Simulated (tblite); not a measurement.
Compound: C8H14ClF.
SMILES with atom numbers: `[F:1][C@@H:2]1[CH2:3][CH2:4][CH2:5][CH2:6][CH2:7][C@H:8]([Cl:9])[CH2:10]1` (hydrogens: H11 on C2; H12, H13 on C3; H14, H15 on C4; H16, H17 on C5; H18, H19 on C6; H20, H21 on C7; H22 on C8; H23, H24 on C10)

Geometry (GFN2-xTB, Å), atoms numbered from 1 in this order:
```
atom  x, y, z in Å
F1    -2.8765    0.9476   -0.7853
C2    -1.5587    0.5263   -0.6490
C3    -1.5957   -0.9929   -0.5006
C4    -0.2455   -1.7098   -0.5443
C5     0.6643   -1.4372    0.6613
C6     1.7952   -0.4321    0.4160
C7     1.4494    0.8339   -0.3670
C8     0.4613    1.8016    0.2749
Cl9    1.1334    2.3825    1.8375
C10   -0.9483    1.2793    0.5380
H11   -1.0793    0.8203   -1.5913
H12   -2.1041   -1.2294    0.4373
H13   -2.2186   -1.3755   -1.3134
H14    0.2756   -1.4658   -1.4710
H15   -0.4647   -2.7790   -0.5799
H16    0.0583   -1.1214    1.5093
H17    1.1404   -2.3739    0.9602
H18    2.5864   -0.9369   -0.1446
H19    2.2149   -0.1445    1.3814
H20    2.3819    1.3823   -0.5250
H21    1.0674    0.5671   -1.3535
H22    0.4028    2.6929   -0.3584
H23   -1.5930    2.1361    0.7497
H24   -0.9587    0.6485    1.4252
```

Computed with GFN2-xTB (tblite): harmonic, unscaled wavenumbers at the GFN2-xTB geometry, gas phase. Against measured fundamentals such values can be off by several per cent, at times by over 20. One conformer, not necessarily the lowest.

Harmonic wavenumbers (cm⁻¹): 63.3, 131.3, 172.6, 208.2, 226.7, 250.8, 262.1, 322.4, 372.3, 403.4, 421.6, 480.1, 510.2, 571.5, 691.0, 770.2, 819.1, 864.2, 877.0, 894.6, 940.2, 976.8, 991.9, 1021.1, 1054.0, 1069.6, 1098.4, 1120.4, 1127.6, 1152.1, 1170.8, 1186.9, 1220.9, 1225.8, 1233.1, 1249.6, 1276.8, 1292.4, 1294.8, 1318.0, 1341.2, 1344.1, 1359.0, 1361.5, 1369.5, 1374.2, 1470.3, 1473.2, 1485.3, 1489.2, 1501.0, 1516.2, 2905.1, 2919.8, 2961.5, 2967.1, 2970.0, 2971.5, 2979.5, 2981.8, 2987.3, 2991.1, 2996.6, 2998.8, 3012.6, 3023.1.

A = 1412, B = 878.5, C = 616.4 MHz; mass 164.077 u (most abundant isotopes); point group C1, symmetry number 1.

Q: Zero-point energy?

A: ½Σν̃ = 45542 cm⁻¹ = 130.21 kcal/mol.

Q: Give the ideal-gas entropy at 273.15 K and 1 bar in the rigid-rotor, harmonic-oscillator model (classical rotation).

A: Translation 40.79, rotation 30.16, vibration 22.89: S = 93.8 cal/(mol K).

Q: And Cp and H(273.15 K) − H(0)?

A: Cp = 37.25 cal/(mol K), of which vibrations give 29.30 (their classical limit is 66 R = 131.2); H(273.15 K) − H(0) = 5.82 kcal/mol without the zero-point energy, 3.65 from vibrations.

Q: Which modes carry the vibrational entropy at 273.15 K?

A: 63.3 cm⁻¹: 4.18; 131.3 cm⁻¹: 2.76; 172.6 cm⁻¹: 2.24; 208.2 cm⁻¹: 1.90; 226.7 cm⁻¹: 1.75; 250.8 cm⁻¹: 1.57 cal/(mol K); the other 60 give 8.49 together.

Q: Blend soft modes into free rotors: weight 1/[1 + (100 cm⁻¹/ν̃)⁴] for the oscillator and the rest for a rotor with moment μB/(μ + B), μ = h/(8π²ν), B = 10⁻⁴⁴ kg m². What vibrational entropy results?

A: 22.04 cal/(mol K) in place of 22.89, which changes −T·S at 273.15 K by +0.23 kcal/mol.

Q: How do the functions run with temperature in this model?

A: 
```csv
T (K),S (cal/(mol K)),Cp (cal/(mol K)),H − H(0) (kcal/mol),G − H(0) (kcal/mol),ln q(vib)
50,58.9,11.0,0.45,-2.50,0.21
100,68.3,17.1,1.15,-5.69,0.93
298.15,97.2,40.5,6.80,-22.19,5.41
373.15,107.4,50.5,10.21,-29.87,7.33
500,124.4,65.8,17.61,-44.57,10.74
750,155.5,87.7,37.01,-79.64,17.69
1000,182.8,101.8,60.82,-122.01,24.51
```

q(vib) and H(0) count from the zero-point level.

Hindered rotation and anharmonicity are outside this model. Other conformers, if any are populated, would add a mixing term that is left out. The structure is chiral; the term R ln 2 for an equal mix with its mirror image is left out.
